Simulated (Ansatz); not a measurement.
Ansatz (an electronic-structure program) input:

Ansatz 0.2 input:
```yaml
crystal:
  periodic: [false, false, false]
  atoms:
    - {symbol: W, position_ang: [-0.00000000, -0.00000000, -0.41228365]}
    - {symbol: O, position_ang: [0.00000000, 0.00000000, 2.67972583]}
    - {symbol: C, position_ang: [0.00000000, 0.00000000, 1.51186396]}
basis:
  gaussian:
    orbitals: def2-TZVP
hamiltonian:
  xc: b3lyp
  dispersion: d3bj
magnetization: {spin_polarized: true, initial_magnetization: 4}
phonons: {temperatures: {t_min: 298.15, t_max: 298.15, t_step: 100}}
```

Task: What final total energy does it print?

Result: -180.35991 Eh (B3LYP-D3(BJ)/def2-TZVP). The basis has 102 functions.

The spin state was set by rule; other spins were not relaxed.
